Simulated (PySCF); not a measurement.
**Ionising BeBr**

UHF-CCSD; PySCF, no relativity, basis sets Be def2-SVPD, Br def2-SVPD. Neutral (UHF): doublet (σ ↑), Re = 2.014 Å, ωe = 665 cm⁻¹, De = 2.76 eV.

BeBr⁻ (RHF): singlet (closed shell), Re = 2.291 Å, ωe = 326 cm⁻¹, De = 0.65 eV to Be + Br⁻. The energies at the minima are -2587.00457 hartree for BeBr and -2587.04694 for BeBr⁻.

(1) Work out the adiabatic electron affinity, without and with harmonic zero-point energies (1 hartree = 27.2114 eV, 1 eV = 8065.5 cm⁻¹), and the change of the bond length.

Correlated steps freeze 9 core orbitals. Correlated levels converge slowly with the basis: in double zeta they bind strong bonds too weakly, by up to about 1 eV, and carry superposition errors of some tenths. For an ion De counts to the pair picked by the measured ionisation energies or electron affinities, which need not be the lowest pair at this level. States were picked by a PBE0 search and need not be the measured ground states.

Neutral and ion stand on different kinds of reference determinant, which adds to the error of the difference.

## Answers

(1) At CCSD: 0.04237 hartree = 1.153 eV between the minima; the zero-point term (665.0 − 326.0)/2 cm⁻¹ = +0.021 eV makes it 1.174 eV. Re changes by +27.7 pm against the neutral. The electron enters a σ orbital, and the ion is left as a loose complex of an ion and an atom.
